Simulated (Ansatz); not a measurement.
```xyz
9

C     0.8706    0.0000    0.0000
C    -0.4353    0.7540    0.0000
C    -0.4353   -0.7540    0.0000
H     1.4552    0.0000    0.9176
H    -0.7276    1.2603    0.9176
H    -0.7276   -1.2603    0.9176
H     1.4552    0.0000   -0.9176
H    -0.7276    1.2603   -0.9176
H    -0.7281   -1.2612   -0.9193
```

Basis set: cc-pVDZ (spherical functions). Correlated methods keep 3 orbitals frozen. Charge 0, multiplicity 1.

Computed with Ansatz (development build ahead of 0.2.0); each method stands on the lowest determinant of its kind that the runs found. Restricted open shells among the atoms or ions are ROHF, correlated in semicanonical orbitals with singles.

Q: Give the atomization energy at this shape (free ground-state atoms in the same class of orbitals less the molecule, no zero-point energy) of singlet C₃H₆ by RHF-MP2, RHF.

A:

| method | atomization energy |
| --- | --- |
| RHF-MP2 | 3364.7 kJ/mol |
| RHF | 2688.8 kJ/mol |
